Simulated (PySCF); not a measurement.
A series of substituents X on one scaffold: SiH2(OH)-X. All species are isolated molecules in the gas phase. One relaxed conformer stands for each flexible species; it need not be the lowest. Strings in code marks are SMILES.

All values below come from PBE0-D4/def2-TZVP (PySCF 2.14.0). All candidates: neutral, multiplicity 1. Delta-SCF ions had no search for a lower state. Excitations are Tamm–Dancoff values on a coarser integration grid. The basis has no diffuse functions, so Rydberg states are missing or too high.

```
Quantity                                  Result
--------------------------------------  --------
vertical ionisation energy (Delta-SCF)  10.73 eV
T1 excitation (TDA)                      6.79 eV
S1 excitation (TDA)                      7.14 eV
```

Say which member has these values.
A) `O=C(O)[SiH2]O`
B) `O[SiH2]CF` (H–O–Si–C torsion 60°, O–Si–C–F torsion -60°)
C) `N#CC[SiH2]O`
D) `O[SiH2]Br` (H–O–Si–Br torsion 58°)

D, `O[SiH2]Br` (H–O–Si–Br torsion 58°). The others give `N#CC[SiH2]O`: 10.87 eV, 6.23 eV, 7.32 eV; `O=C(O)[SiH2]O`: 10.46 eV, 4.44 eV, 5.24 eV; `O[SiH2]CF` (H–O–Si–C torsion 60°, O–Si–C–F torsion -60°): 10.63 eV, 6.51 eV, 7.00 eV
